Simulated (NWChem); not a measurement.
System: C2H6F2Si; SMILES FC[SiH2]CF

Excerpt of the output:

```
             Northwest Computational Chemistry Package (NWChem) 7.3.0
             --------------------------------------------------------

 C2  symmetry detected

                             Geometry "geometry" -> ""
                             -------------------------

 Output coordinates in angstroms (scale by  1.889725989 to convert to a.u.)

  No.       Tag          Charge          X              Y              Z
 ---- ---------------- ---------- -------------- -------------- --------------
    1 F                    9.0000     1.99593314     0.38452856    -0.80618622
    2 C                    6.0000     1.38748132    -0.67167099    -0.15328575
    3 Si                  14.0000     0.00000000     0.00000000     0.98961815
    4 C                    6.0000    -1.38748132     0.67167099    -0.15328575
    5 F                    9.0000    -1.99593314    -0.38452856    -0.80618622
    6 H                    1.0000     1.01184269    -1.34002419    -0.93288888
    7 H                    1.0000     2.17802012    -1.18901696     0.39554478
    8 H                    1.0000    -0.51557965    -1.11332192     1.78540754
    9 H                    1.0000     0.51557965     1.11332192     1.78540754
   10 H                    1.0000    -2.17802012     1.18901696     0.39554478
   11 H                    1.0000    -1.01184269     1.34002419    -0.93288888

 Effective nuclear repulsion energy (a.u.)     234.4869683433

      Symmetry information
      --------------------

 Group name             C2
 Group number              4
 Group order               2
 No. of unique centers     6

                                Z-matrix (autoz)
                                --------

 Units are Angstrom for bonds and degrees for angles

      Type          Name      I     J     K     L     M      Value
      ----------- --------  ----- ----- ----- ----- ----- ----------
    1 Stretch                  1     2                       1.38277
    2 Stretch                  2     3                       1.91898
    3 Stretch                  2     6                       1.09343
    4 Stretch                  2     7                       1.09262
    5 Stretch                  3     4                       1.91898
    6 Stretch                  3     8                       1.46239
    7 Stretch                  3     9                       1.46239
    8 Stretch                  4     5                       1.38277
    9 Stretch                  4    10                       1.09262
   10 Stretch                  4    11                       1.09343
   11 Bend                     1     2     3               109.39105
   12 Bend                     1     2     6               106.34396
   13 Bend                     1     2     7               106.28837
   14 Bend                     2     3     4               106.89209
   15 Bend                     2     3     8               108.21241
   16 Bend                     2     3     9               109.61220
   17 Bend                     3     2     6               112.96670
   18 Bend                     3     2     7               112.93572
   19 Bend                     3     4     5               109.39105
   20 Bend                     3     4    10               112.93572
   21 Bend                     3     4    11               112.96670
   22 Bend                     4     3     8               109.61220
   23 Bend                     4     3     9               108.21241
   24 Bend                     5     4    10               106.28837
   25 Bend                     5     4    11               106.34396
   26 Bend                     6     2     7               108.49869
   27 Bend                     8     3     9               114.06409
   28 Bend                    10     4    11               108.49869
   29 Torsion                  1     2     3     4          68.76635
   30 Torsion                  1     2     3     8        -173.25112
   31 Torsion                  1     2     3     9         -48.29574
   32 Torsion                  2     3     4     5          68.76635
   33 Torsion                  2     3     4    10        -173.08219
   34 Torsion                  2     3     4    11         -49.47422
   35 Torsion                  4     3     2     6         -49.47422
   36 Torsion                  4     3     2     7        -173.08219
   37 Torsion                  5     4     3     8         -48.29574
   38 Torsion                  5     4     3     9        -173.25112
   39 Torsion                  6     2     3     8          68.50831
   40 Torsion                  6     2     3     9        -166.53631
   41 Torsion                  7     2     3     8         -55.09966
   42 Torsion                  7     2     3     9          69.85572
   43 Torsion                  8     3     4    10          69.85572
   44 Torsion                  8     3     4    11        -166.53631
   45 Torsion                  9     3     4    10         -55.09966
   46 Torsion                  9     3     4    11          68.50831

                           NWChem Geometry Optimization
                           ----------------------------

 maximum gradient threshold         (gmax) =   0.000450
 rms gradient threshold             (grms) =   0.000300
 maximum cartesian step threshold   (xmax) =   0.001800
 rms cartesian step threshold       (xrms) =   0.001200
 fixed trust radius                (trust) =   0.300000
 source of zmatrix                         =   autoz

          -------------------
          Energy Minimization
          -------------------

 Using diagonal initial Hessian
 Scaling for Hessian diagonals: bonds = 1.00  angles = 0.25  torsions = 0.10

          --------
          Step   0

                                 NWChem DFT Module
                                 -----------------

 Summary of "ao basis" -> "ao basis" (spherical)
 ------------------------------------------------------------------------------
       Tag                 Description            Shells   Functions and Types
 ---------------- ------------------------------  ------  ---------------------
 F                          def2-svp                 6       14   3s2p1d
 C                          def2-svp                 6       14   3s2p1d
 Si                         def2-svp                 8       18   4s3p1d
 H                          def2-svp                 3        5   2s1p

      Symmetry analysis of basis
      --------------------------

        a          53
        b          51

            General Information
            -------------------
          SCF calculation type: DFT
          Wavefunction type:  closed shell.
          No. of atoms     :    11
          No. of electrons :    50
           Alpha electrons :    25
            Beta electrons :    25
          Charge           :     0
          Spin multiplicity:     1
          Use of symmetry is: on ; symmetry adaption is: on
          Maximum number of iterations: 150
          AO basis - number of functions:   104
                     number of shells:    50
          Convergence on energy requested:  1.00D-06
          Convergence on density requested:  1.00D-05
          Convergence on gradient requested:  5.00D-04

[...]

      ----------------------
      Optimization converged
      ----------------------

  Step       Energy      Delta E   Gmax     Grms     Xrms     Xmax
  ---- ---------------- -------- -------- -------- -------- --------
@   11    -568.25559571 -1.3D-07  0.00003  0.00001  0.00078  0.00147
                                     ok       ok       ok       ok

                                Z-matrix (autoz)
                                --------

 Units are Angstrom for bonds and degrees for angles

      Type          Name      I     J     K     L     M      Value     Gradient
      ----------- --------  ----- ----- ----- ----- ----- ---------- ----------
    1 Stretch                  1     2                       1.38371   -0.00002
    2 Stretch                  2     3                       1.89819   -0.00002
    3 Stretch                  2     6                       1.10455    0.00001
    4 Stretch                  2     7                       1.10418    0.00003
    5 Stretch                  3     4                       1.89819   -0.00002
    6 Stretch                  3     8                       1.49412   -0.00003
    7 Stretch                  3     9                       1.49412   -0.00003
    8 Stretch                  4     5                       1.38371   -0.00002
    9 Stretch                  4    10                       1.10418    0.00003
   10 Stretch                  4    11                       1.10455    0.00001
   11 Bend                     1     2     3               108.55427    0.00001
   12 Bend                     1     2     6               108.92751   -0.00000
   13 Bend                     1     2     7               109.22160   -0.00000
   14 Bend                     2     3     4               107.21207   -0.00001
   15 Bend                     2     3     8               109.38205    0.00001
   16 Bend                     2     3     9               110.26313   -0.00000
   17 Bend                     3     2     6               110.10267    0.00000
   18 Bend                     3     2     7               112.41818   -0.00002
   19 Bend                     3     4     5               108.55427    0.00001
   20 Bend                     3     4    10               112.41818   -0.00002
   21 Bend                     3     4    11               110.10267    0.00000
   22 Bend                     4     3     8               110.26313   -0.00000
   23 Bend                     4     3     9               109.38205    0.00001
   24 Bend                     5     4    10               109.22160   -0.00000
   25 Bend                     5     4    11               108.92751   -0.00000
   26 Bend                     6     2     7               107.56058    0.00000
   27 Bend                     8     3     9               110.28824   -0.00000
   28 Bend                    10     4    11               107.56058    0.00000
   29 Torsion                  1     2     3     4          60.39418    0.00001
   30 Torsion                  1     2     3     8         179.95416    0.00000
   31 Torsion                  1     2     3     9         -58.59929    0.00000
   32 Torsion                  2     3     4     5          60.39418    0.00001
   33 Torsion                  2     3     4    10        -178.66631    0.00000
   34 Torsion                  2     3     4    11         -58.76258   -0.00000
   35 Torsion                  4     3     2     6         -58.76258   -0.00000
   36 Torsion                  4     3     2     7        -178.66631    0.00000
   37 Torsion                  5     4     3     8         -58.59929    0.00000
   38 Torsion                  5     4     3     9         179.95416    0.00000
   39 Torsion                  6     2     3     8          60.79740   -0.00001
   40 Torsion                  6     2     3     9        -177.75606   -0.00000
   41 Torsion                  7     2     3     8         -59.10633   -0.00000
   42 Torsion                  7     2     3     9          62.34021    0.00000
   43 Torsion                  8     3     4    10          62.34021    0.00000
   44 Torsion                  8     3     4    11        -177.75606   -0.00000
   45 Torsion                  9     3     4    10         -59.10633   -0.00000
   46 Torsion                  9     3     4    11          60.79740   -0.00001

                         Geometry "geometry" -> "geometry"
                         ---------------------------------

 Output coordinates in angstroms (scale by  1.889725989 to convert to a.u.)

[...]

 Rotational Constants
 --------------------
 A=   0.181259 cm-1  (  0.260786 K)
 B=   0.079417 cm-1  (  0.114261 K)
 C=   0.066098 cm-1  (  0.095098 K)

 Temperature                      =   298.15K
 frequency scaling parameter      =   1.0000

 Zero-Point correction to Energy  =   48.314 kcal/mol  (  0.076994 au)
 Thermal correction to Energy     =   52.649 kcal/mol  (  0.083901 au)
 Thermal correction to Enthalpy   =   53.241 kcal/mol  (  0.084845 au)

 Total Entropy                    =   81.462 cal/mol-K
   - Translational                =   39.579 cal/mol-K (mol. weight =  96.0207)
   - Rotational                   =   25.541 cal/mol-K (symmetry #  =        2)
   - Vibrational                  =   16.342 cal/mol-K

 Cv (constant volume heat capacity) =   22.824 cal/mol-K
   - Translational                  =    2.979 cal/mol-K
   - Rotational                     =    2.979 cal/mol-K
   - Vibrational                    =   16.865 cal/mol-K

[normal modes left out]

 ----------------------------------------------------------------------------
 Normal Eigenvalue ||           Projected Infra Red Intensities
  Mode   [cm**-1]  || [atomic units] [(debye/angs)**2] [(KM/mol)] [arbitrary]
 ------ ---------- || -------------- ----------------- ---------- -----------
    1       -0.000 ||    0.000456           0.011         0.445       0.192
    2       -0.000 ||    0.000172           0.004         0.168       0.072
    3       -0.000 ||    0.000375           0.009         0.366       0.158
    4        0.000 ||    0.000070           0.002         0.068       0.029
    5        0.000 ||    0.000167           0.004         0.163       0.070
    6        0.000 ||    0.000134           0.003         0.130       0.056
    7       61.548 ||    0.001960           0.045         1.911       0.826
    8      106.781 ||    0.009496           0.219         9.257       4.001
    9      138.358 ||    0.002667           0.062         2.600       1.124
   10      246.302 ||    0.007709           0.178         7.515       3.248
   11      314.679 ||    0.006793           0.157         6.622       2.862
   12      504.251 ||    0.024671           0.569        24.051      10.395
   13      608.759 ||    0.003818           0.088         3.722       1.609
   14      641.703 ||    0.015745           0.363        15.349       6.634
   15      723.709 ||    0.009577           0.221         9.336       4.035
   16      772.298 ||    0.025114           0.579        24.482      10.582
   17      844.951 ||    0.003310           0.076         3.227       1.395
   18      898.955 ||    0.169072           3.901       164.820      71.238
   19      931.771 ||    0.081972           1.891        79.910      34.539
   20     1088.211 ||    0.087062           2.009        84.872      36.683
   21     1089.301 ||    0.053046           1.224        51.712      22.351
   22     1243.601 ||    0.008077           0.186         7.874       3.403
   23     1248.865 ||    0.004518           0.104         4.404       1.904
   24     1303.206 ||    0.001030           0.024         1.004       0.434
   25     1313.088 ||    0.001509           0.035         1.471       0.636
   26     1451.708 ||    0.003504           0.081         3.416       1.477
   27     1455.500 ||    0.011179           0.258        10.898       4.710
   28     2235.174 ||    0.079689           1.838        77.685      33.577
   29     2242.454 ||    0.118361           2.731       115.384      49.871
   30     3054.301 ||    0.000346           0.008         0.337       0.146
   31     3055.137 ||    0.029443           0.679        28.702      12.406
   32     3118.793 ||    0.013332           0.308        12.996       5.617
   33     3119.132 ||    0.008824           0.204         8.602       3.718
 ----------------------------------------------------------------------------
```

Level: PBE0/def2-SVP. 

Task: Which NWChem input produces such a log?

Result: One answer among several that fit: the input that was run:
```
start job
memory heap 200 mb stack 900 mb global 1100 mb
geometry units angstroms
  F     -1.982355     0.035362     0.886084
  C     -1.457210    -0.408545    -0.313591
  Si     0.059863     0.668957    -0.782578
  C      1.444249     0.263715     0.483019
  F      1.893595    -1.027235     0.274247
  H     -1.203451    -1.462017    -0.167355
  H     -2.266774    -0.345212    -1.044623
  H      0.494856     0.286104    -2.125256
  H     -0.282741     2.084237    -0.647659
  H      2.317531     0.912409     0.381094
  H      1.099981     0.305766     1.519982
end
basis spherical
  * library def2-svp
end
dft
  xc pbe0
  iterations 150
end
driver
  maxiter 120
end
task dft optimize
task dft freq
```
